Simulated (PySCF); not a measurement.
Structure problem from calculated spectra and properties.

Formula: C6H16N2Si.

* Dipole: 0.71 D [PBE0/pcSseg-1]
* 13C NMR: chemical shifts (computed TMS as zero) by class: 171.6 (1 C), 39.6 (2 C), 19.6 (1 C), 18.4 (1 C), 15.9 (1 C) ppm [GIAO PBE0/pcSseg-1]
* Rotational structure: rotational constants A, B, C: 1.583, 1.100, 0.793 GHz [GFN2-xTB]
* NMR, other nuclei: isotropic shieldings of nuclei other than C and H, by class: -167 (1 N), 248 (1 N), 367 (1 Si) ppm [GIAO PBE0/pcSseg-1]
* 1H NMR: chemical shifts (computed TMS as zero) by class: 8.80 (1 H), 8.71 (1 H), 4.96 (1 H), 2.56 (6 H), 1.24 (3 H), 1.04 (1 H), 0.95 (3 H) ppm [GIAO PBE0/pcSseg-1]

Gas-phase values; electronic properties from PySCF, density fitting. Levels stand in brackets. Geometry: GFN2-xTB, one conformer, isolated molecule. GFN2-xTB frequencies show an imaginary mode (30i cm⁻¹), so this geometry is no minimum at that level. NMR values are class means; diastereotopic atoms form classes of their own.

Q: Give a SMILES that accounts for the data.

A: Numbering: `[CH2:1]=[N:2][Si@H:3]([CH:4]([CH3:5])[CH3:6])[N:7]([CH3:8])[CH3:9]`. Its formula, C6H16N2Si, gives 1 degree of unsaturation: 0 rings and 1 π bond in the structure found. 6 carbons fall into 5 classes; from least to most shielded: C=N carbon [C1] (171.6 ppm), N-methyl carbon [C8/C9] (39.6 ppm, 2 C), methyl carbon [C6] (19.6 ppm), methyl carbon [C5] (18.4 ppm), sp3 carbon bound to silicon [C4] (15.9 ppm). Hydrogen classes from least to most shielded: 1 H on a C=N carbon, C1 (8.80 ppm), 1 H on a C=N carbon, C1 (8.71 ppm), 1 H on an SiH silicon, Si3 (4.96 ppm), 6 H on 2 N-methyl carbons, C8/C9 (2.56 ppm, a mean of values up to 0.8 ppm apart in this geometry), 3 H on a methyl carbon, C6 (1.24 ppm), 1 H on an sp3 carbon bound to silicon, C4 (1.04 ppm), 3 H on a methyl carbon, C5 (0.95 ppm, a mean of values up to 0.6 ppm apart in this geometry). The other shieldings belong to: -167 ppm, C=N nitrogen [N2]; 248 ppm, silicon-bound nitrogen [N7]; 367 ppm, SiH silicon [Si3]. The optimised geometry has point group C1 and is an asymmetric top. Structure: `C=N[Si@H](C(C)C)N(C)C`. Computed isomers that give other values at the same levels: `CCN1[C@@H]([SiH3])CCN1C` (13C chemical shifts (computed TMS as zero) by class: 55.3 (1 C), 52.8 (1 C), 52.3 (1 C), 49.6 (1 C), 32.9 (1 C), 18.2 (1 C) ppm); `C=CCN(CC)N(C)[SiH3]` (13C chemical shifts (computed TMS as zero) by class: 148.1 (1 C), 123.1 (1 C), 63.6 (1 C), 48.1 (1 C), 23.1 (1 C), 15.3 (1 C) ppm); `C=CN([SiH3])NC(C)(C)C` (13C chemical shifts (computed TMS as zero) by class: 147.8 (1 C), 91.4 (1 C), 56.8 (1 C), 30.8 (3 C) ppm). The assignments are read from this structure; whether some other isomer fits the data as well wasn't checked. The mirror image fits equally.

The values belong to the conformer `[CH2:1]=[N:2][Si@H:3]([CH:4]([CH3:5])[CH3:6])[N:7]([CH3:8])[CH3:9]`: C1–N2–Si3–C4 -129°, N2–Si3–C4–C5 80°, N2–Si3–N7–C8 112°.
